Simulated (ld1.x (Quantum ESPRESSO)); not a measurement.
**chlorine (Cl): variants of one ultrasoft potential**

Base potential:

- Element: chlorine
- Generator: ld1.x (Quantum ESPRESSO) 7.5
- Type: ultrasoft
- Functional: PBE
- Relativity: scalar-relativistic
- Frozen core: [Ne]
- Valence charge: 7
- Reference configuration: 3s2 3p5
- Partial waves: 3s (bound): rcut 0.90, rcutus 1.15 bohr; 3s channel at -0.65 Ry: rcut 0.90, rcutus 1.15 bohr; 3p (bound): rcut 1.30, rcutus 1.55 bohr; 3p channel at 3.3 Ry: rcut 1.30, rcutus 1.55 bohr; 3d channel at 0.05 Ry: rcut 0.95, rcutus 1.30 bohr
- Local potential: all-electron potential smoothed inside 1.50 bohr (lloc = -1)
- Core correction: Bessel-smoothed model core, default radius (core density twice the valence density)
- Augmentation charge: PSQ, inside the norm-conserving radii

Cutoffs, loose and tight: the cutoffs (Ry, on a coarse ladder) from which the occupation-weighted sum of valence levels, in a spherical-Bessel basis at the reference potential, stays within 10 and 1 mRy of its value at 400 Ry. They do not see the model core or the augmentation charge, which bear on the density cutoff. Test errors are all-electron minus pseudo excitation energies from the reference, over the configurations 3s2 3p4; 3s2 3p3; 3s2 3p2; 3s2 3p4.5; 3s1 3p6; 3s2 3p5.3; 3s1 3p5. A dash means not determined; rows that change the core or the reference have their own tests.

A true bound ghost makes a file unfit for plane-wave use even where its test errors are small: the radial tests pick states by their node count and pass the ghost by.

| change | outcome | cutoff, loose | cutoff, tight | bound ghosts | largest test error (meV) |
| --- | --- | --- | --- | --- | --- |
| base | generated | 30 Ry | 55 Ry | none | +24 |
| waves 3p (bound): rcut 0.98, rcutus 1.04 bohr; 3p channel at 3.3 Ry: rcut 0.98, rcutus 1.04 bohr | generated | 50 Ry | 70 Ry | p | -12 |
| waves 3p (bound): rcut 1.06, rcutus 1.12 bohr; 3p channel at 3.3 Ry: rcut 1.06, rcutus 1.12 bohr | generated | 35 Ry | 70 Ry | none | -5.1 |
| waves 3p (bound): rcut 1.26, rcutus 1.34 bohr; 3p channel at 3.3 Ry: rcut 1.26, rcutus 1.34 bohr | generated | 30 Ry | 55 Ry | none | -10 |
| waves 3p (bound): rcut 1.30, rcutus 1.50 bohr; 3p channel at 3.3 Ry: rcut 1.30, rcutus 1.50 bohr | generated | 30 Ry | 55 Ry | none | +19 |
| waves 3p (bound): rcut 1.30, rcutus 1.66 bohr; 3p channel at 3.3 Ry: rcut 1.30, rcutus 1.66 bohr | generated | 30 Ry | 55 Ry | none | +37 |
| waves 3p (bound): rcut 1.30, rcutus 1.88 bohr; 3p channel at 3.3 Ry: rcut 1.30, rcutus 1.88 bohr | generated | 30 Ry | 55 Ry | none | +49 |
| waves 3p (bound): rcut 1.30, rcutus 2.02 bohr; 3p channel at 3.3 Ry: rcut 1.30, rcutus 2.02 bohr | generated | 30 Ry | 50 Ry | none | +53 |
| waves 3p (bound): rcut 1.30, rcutus 2.16 bohr; 3p channel at 3.3 Ry: rcut 1.30, rcutus 2.16 bohr | generated | 30 Ry | 50 Ry | none | +58 |
| waves 3p (bound): rcut 1.30, rcutus 2.36 bohr; 3p channel at 3.3 Ry: rcut 1.30, rcutus 2.36 bohr | generated | 30 Ry | 50 Ry | none | +63 |

Reading the sweep of the p radius (base included, trends over the rows without a ghost): The loose cutoff stays near 30 Ry. The median size of the test errors (rows with all tests solved) rises from 1.4 meV at 1.12 to 19.3 meV at 2.36 bohr, with one reversal. More of the atom is replaced by a form fitted at one configuration, so other configurations suffer as the radius grows. Bound ghosts are found at 1.04 bohr.
